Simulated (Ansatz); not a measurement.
Reactions of Ge3H12Si2 (`[SiH3][GeH2][SiH2][GeH2][GeH3]`).

Computed with Ansatz on PBE0-D4/def2-TZVP structures; ΔE is electronic, products minus reactants. CCSD(T)/CBS is the MP2 limit (def2-TZVPP, def2-QZVPP) plus CCSD(T) − MP2 in def2-TZVPP, frozen cores. This one scheme is used for every species. Functionals use def2-TZVPP. B3LYP here is the variant with VWN-RPA as its local correlation; programs differ in this. For As, Ge, Sc outer-core shells are correlated without core-valence functions, which leaves a few kJ/mol of doubt a bond. Scalar relativity is left out up to krypton. One conformer a species, not always the lowest.

```
                                                                                                         reaction  ωB97M-V (kJ/mol)  B2PLYP (kJ/mol)  CCSD/CBS(def2) (kJ/mol)  B3LYP-D4 (kJ/mol)  CCSD(T)/CBS(def2) (kJ/mol)
                                  `[SiH3][GeH2][SiH2][GeH2][GeH3]` + H–F → `F[SiH2][GeH2][SiH3]` + `[GeH3][GeH3]`               -93             -103                      -89                -90                         -82
                                         `[SiH3][GeH2][SiH2][GeH2][GeH3]` → `[GeH3][SiH2][GeH2][GeH3]` + `[SiH2]`               254              252                      256                258                         263
   `[SiH3][GeH2][SiH2][GeH2][GeH3]` + `[OH][Sc]([F])[Cl]` → `[F][Sc]([Cl])[O][SiH3]` + `[GeH3][SiH2][GeH2][GeH3]`               -82              -91                      -88                -81                         -84
                                         `[SiH3][GeH2][SiH2][GeH2][GeH3]` → `[SiH3][GeH2][GeH2][GeH3]` + `[SiH2]`               240              236                      242                243                         249
                            `[SiH3][GeH2][SiH2][GeH2][GeH3]` + GeH₄ → `[GeH3][SiH2][GeH2][GeH3]` + `[SiH3][GeH3]`                 8                4                        7                  9                           9
                                `[SiH3][GeH2][SiH2][GeH2][GeH3]` + SiH₄ → `[SiH3][GeH2][SiH2][GeH2][SiH3]` + GeH₄                16               17                       16                 16                          16
`[SiH3][GeH2][SiH2][GeH2][GeH3]` + `[SiH3][SiH2][GeH3]` → `[GeH3][SiH2][SiH2][SiH2][GeH2][GeH3]` + `[SiH3][GeH3]`                12               16                       14                 10                          12
                       `[SiH3][GeH2][SiH2][GeH2][GeH3]` + `O[AsH2]` → `O[AsH][SiH3]` + `[GeH3][SiH2][GeH2][GeH3]`                 2               -2                        3                  2                           4
`[SiH3][GeH2][SiH2][GeH2][GeH3]` + `[GeH3][SiH2][GeH3]` → `[GeH3][SiH2][GeH2][SiH2][GeH2][GeH3]` + `[SiH3][GeH3]`                -4                0                       -2                 -4                          -4
            `[SiH3][GeH2][SiH2][GeH2][GeH3]` + `[GeH3][GeH3]` → `[GeH3][GeH2][SiH2][GeH2][GeH3]` + `[SiH3][GeH3]`                -1               -1                       -1                  0                          -1
```

Largest T1 diagnostic: 0.016, for `[OH][Sc]([F])[Cl]`.
